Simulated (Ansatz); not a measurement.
Relaxed structures of BH2IO, singlet (PBE0-D4/def2-TZVP; forces vanish, vibrations not checked; lower isomers may exist, and structures with a doubtful reference or unclear bonds are left out; Å). Ansatz 0.2.0; basis: def2-TZVPP; cores frozen in the correlated methods. Filled d shells of the heavier atoms are correlated. Core potentials replace the inner electrons of the atoms past krypton. The def2 sets are not built for correlating such inner shells, so the correlated values are less sure here.

Rank them by CCSD(T) energy, lowest first, and give each one's height above the lowest. Links in brackets join atoms within 1.22 times the sum of their covalent radii (1.1 for two metals). (An estimate is asked for; the value comes from the calculation.)
A.
a complex of BHO ([BH][O]) + HI
```
5
angstrom
O 0.1818 -0.5712 0.0308
B 0.8827 0.3916 0.1671
I -1.8061 -3.7101 -0.3110
H -0.9561 -2.3421 -0.1693
H 1.5684 1.3330 0.3008
```
B.
BH₂IO ([BH][I][OH])
```
5
angstrom
O -1.3662 -1.3001 -0.8509
B 1.2222 1.3506 0.4396
I -0.1916 0.4850 -0.6493
H -1.1539 -1.9401 -0.1629
H 1.9486 1.2345 1.3709
```
C.
BH₂IO ([OH][BH][I])
```
5
angstrom
O -0.5272 -0.9384 -0.2971
B 0.4022 -0.0828 0.1366
I 0.0161 2.0295 0.2346
H -1.3606 -0.5302 -0.5535
H 1.4695 -0.4782 0.4794
```

Computed: C (0.000 eV), A (1.066 eV), B (5.536 eV). Heights count from the lowest.

The T1 diagnostic stays at or below 0.025. The restricted Hartree–Fock reference is unstable towards an unrestricted one at one or more of these structures.

For scale, one of the runs: CCSD(T)/def2-TZVPP, 140 basis functions, launched by `ansatz run in.yaml --threads 2 --pin off --events-out ev --progress --plain --max-ram 4352MiB`. The run took 29 s on 2 CPU threads of an Arm Neoverse V2 (shared host), with 0.95 GiB of host memory at its peak.
